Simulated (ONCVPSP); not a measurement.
**lead: one change to an ONCV potential, before and after**

```json
{
 "Element": "lead (Pb)",
 "Generator": "ONCVPSP 4.0.1",
 "Type": "optimised norm-conserving Vanderbilt (ONCV)",
 "Functional": "PBE",
 "Relativity": "scalar-relativistic",
 "Frozen core": "[Xe] 4f14",
 "Valence charge": "14",
 "Reference configuration": "5d10 6s2 6p2",
 "Partial waves": "6s: rc 1.90 bohr, ncon 5, nbas 9, qcut 2.9 1/bohr, 2 projectors, debl 2.8 Ha; 6p: rc 2.10 bohr, ncon 3, nbas 6, qcut 3.4 1/bohr, 2 projectors, debl 0.4 Ha; 5d: rc 1.55 bohr, ncon 3, nbas 7, qcut 10.9 1/bohr, 2 projectors, debl 0.4 Ha",
 "Local potential": "polynomial inside 1.00 bohr (lpopt 5, dvloc0 1 Ha)",
 "Core correction": "Teter function fitted to the true core (icmod 2), fcfact 0.6"
}
```

In the d channel the program set the typed energies aside and used -0.778, 0.250 Ha.

All-electron outer shells of the reference configuration (PBE, scalar-relativistic, ld1.x):

```tsv
shell	level (eV)	outermost node (bohr)	outermost maximum (bohr)
4f	-132.89	–	0.35
5p	-85.83	0.49	0.88
5d	-21.18	0.52	1.07
6s	-12.04	1.01	1.95
6p	-3.50	1.18	2.67
```

Change: all radii but the core radius scaled by about 1.20 (s 2.28, p 2.50, d 1.86 bohr); local potential polynomial inside 1.20 bohr (lpopt 5, dvloc0 1 Ha).

Cutoffs: the cutoffs (Ha) at which the residual kinetic energy of the hardest occupied pseudo-wave falls to 1 and 0.1 mHa per electron; they do not see the model core or the augmentation charge, which bear on the density cutoff. Errors are all-electron minus pseudo energies relative to the spin-unpolarised reference configuration.

What does the change do?

The potential gets neither clearly harder nor softer (25 Ha and 36 Ha → 26 Ha and 40 Ha); both files keep a bound ghost (p, s); of the 3 tests that both files solve, the error grows in 1 and shrinks in 0 by more than 15 % and 0.3 meV (median size 10.8 → 12.2 meV).

```tsv
quantity	base	changed
cutoff, loose	25 Ha	26 Ha
cutoff, tight	36 Ha	40 Ha
loose cutoff by channel	s 12 Ha, p 4.8 Ha, d 25 Ha	s 21 Ha, p 4.4 Ha, d 26 Ha
bound ghosts	s, p	s, p
GHOST(+) flags under 300 eV	s at 103.9 eV	none
tests with a reliable result	3 of 4	3 of 4
error for 5d10 6s2 6p1, meV [ΔE 6.58 eV]	-2.9	-3.3
error for 5d10 6s2 6p0, meV [ΔE 20.02 eV]	-11	-12
error for 5d10 6s1 6p0, meV [ΔE 52.43 eV]	-18	-23
rms error of d²Exc/dni dnj with the model core, mHa	0.61	0.59
```

Base: The cutoffs count occupied waves only; projector 2 of the s channel, the hardest unoccupied one, needs 72 Ha at the loose tolerance. A true bound ghost makes a file unfit for plane-wave use even where its test errors are small: the radial tests pick states by their node count and pass the ghost by.
